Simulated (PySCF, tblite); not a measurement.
Isomers of [C5H6O3P]- (charge -1), one GFN2-xTB conformer each. Single-point energies are computed at PBE0/pcSseg-1 (PySCF, gas phase, no added dispersion term), electronic only.

```
                 SMILES  GFN2-xTB relative energy (kcal/mol)
C[P@@](=O)([O-])c1ccoc1                                  0.9
 C[P@](=O)([O-])c1ccco1                                  0.0
```

Conformers: `[CH3:1][P@@:2](=[O:3])([O-:4])[c:5]1[cH:6][cH:7][o:8][cH:9]1` (charge -1) with C1–P2–C5–C6 -69°; `[CH3:1][P@:2](=[O:3])([O-:4])[c:5]1[cH:6][cH:7][cH:8][o:9]1` (charge -1) with C1–P2–C5–C6 -144°.

What does PBE0/pcSseg-1 give for the same structures?

```csv
SMILES,PBE0/pcSseg-1 E (Eh),PBE0/pcSseg-1 (kcal/mol),GFN2-xTB (kcal/mol),point group
C[P@@](=O)([O-])c1ccoc1,-760.59884,0.0,0.9,C1
C[P@](=O)([O-])c1ccco1,-760.59714,1.1,0.0,C1
```

GFN2-xTB puts C[P@](=O)([O-])c1ccco1 lowest instead. Neighbours under 5.0 kcal/mol apart (C[P@@](=O)([O-])c1ccoc1 and C[P@](=O)([O-])c1ccco1) can change places with a better method, another conformer or zero-point energy.

What happens when harmonic zero-point energies from GFN2-xTB frequencies are added?

```csv
SMILES,ZPE (kcal/mol),electronic (kcal/mol),with ZPE (kcal/mol)
C[P@@](=O)([O-])c1ccoc1,64.6,0.0,0.0
C[P@](=O)([O-])c1ccco1,64.6,1.1,1.1
```

The zero-point energies span 0.0 kcal/mol. The order is unchanged.
